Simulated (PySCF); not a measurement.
A species of formula C6H12F2OSi has this rotational fingerprint, computed with PBE0/pcSseg-1 in PySCF (dipole) on a GFN2-xTB geometry, gas phase:

```
Rotational constants : A = 1798, B = 691.7, C = 565.6 MHz
Dipole components    : |μa| = 0.77 D, |μb| = 1.80 D, |μc| = 1.30 D
Inertial defect      : -118.22 u·Å²
κ                    : -0.80
```

Problem. Which structure is it? (One computed conformer of each.)
A. `[F:1][SiH2:2][C@@H:3]1[CH2:4][CH2:5][CH2:6][O:7][C@H:8]([F:9])[CH2:10]1` with F1–Si2–C3–C4 60°, Si2–C3–C4–C5 165°, C3–C4–C5–C6 56°, C4–C5–C6–O7 -74°, C5–C6–O7–C8 93°
B. `[F:1][SiH2:2][C@@H:3]1[CH2:4][CH2:5][CH2:6][O:7][C@@H:8]([F:9])[CH2:10]1` with F1–Si2–C3–C4 180°, Si2–C3–C4–C5 -59°, C3–C4–C5–C6 -53°, C4–C5–C6–O7 71°, C5–C6–O7–C8 -96°
C. `[CH3:1][CH:2]([CH3:3])[C@@H:4]([SiH3:5])[C:6](=[O:7])[CH:8]([F:9])[F:10]` with C1–C2–C4–Si5 -56°, C2–C4–C6–O7 -44°, C4–C6–C8–F9 -61°

Solution. A. It is F[SiH2][C@@H]1CCCO[C@H](F)C1, an asymmetric top, point group C1. The candidates at the same level (rigid rotor, commonest isotopes):

```json
{"SMILES": "CC(C)[C@@H]([SiH3])C(=O)C(F)F", "A (MHz)": "1368", "B (MHz)": "903.4", "C (MHz)": "696.3", "μa (D)": "0.81", "μb (D)": "0.30", "μc (D)": "1.06", "Δ (u·Å²)": "-203.15", "point group": "C1", "rotor": "asymmetric top"}
{"SMILES": "F[SiH2][C@@H]1CCCO[C@@H](F)C1", "A (MHz)": "1447", "B (MHz)": "968.0", "C (MHz)": "737.0", "μa (D)": "0.15", "μb (D)": "3.11", "μc (D)": "0.98", "Δ (u·Å²)": "-185.54", "point group": "C1", "rotor": "asymmetric top"}
{"SMILES": "F[SiH2][C@@H]1CCCO[C@H](F)C1", "A (MHz)": "1798", "B (MHz)": "691.7", "C (MHz)": "565.6", "μa (D)": "0.77", "μb (D)": "1.80", "μc (D)": "1.30", "Δ (u·Å²)": "-118.22", "point group": "C1", "rotor": "asymmetric top"}
```

`F[SiH2][C@@H]1CCCO[C@@H](F)C1` has B 40 % too high; `CC(C)[C@@H]([SiH3])C(=O)C(F)F` has B 31 % too high. No structure here is proved a minimum.
